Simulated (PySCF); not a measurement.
# Yb⁵⁷⁺: ionisation energy

Yb⁵⁷⁺ [Ne] 3s2 3p1 (2P) → Yb⁵⁸⁺ [Ne] 3s2 (1S), as a difference of total energies. Calculation: PySCF 2.14, in an uncontracted even-tempered set (17 s from 14 bohr⁻², ratio 2.5; 12 p from 18 bohr⁻², ratio 2.5; 4 d from 72 bohr⁻², ratio 2.7; 4 f from 110 bohr⁻², ratio 2.7); scalar relativity by spin-free X2C-1e. Correlated levels: outer shells: 1s2 frozen; virtual orbitals above 40 to 60 times the deepest correlated orbital energy dropped. The calculations carry no spin-orbit coupling.

```csv
method,ionisation energy (eV)
UHF,5670.1
MP2 (outer shells),5670.7
SCS-MP2 (outer shells),5670.6
CCSD (outer shells),5670.7
CCSD(T) (outer shells),5670.7
```

A first-order spin-orbit estimate (lowest level to lowest level, LS coupling) adds 173.6 eV.

Breit and QED terms and the two-electron picture change are absent.

First order in ζ underestimates the shift of j = l − 1/2 levels at high Z.

For comparison: 5860 ± 6 eV (theoretical estimate listed by NIST; NIST Atomic Spectra Database, ionization energies).
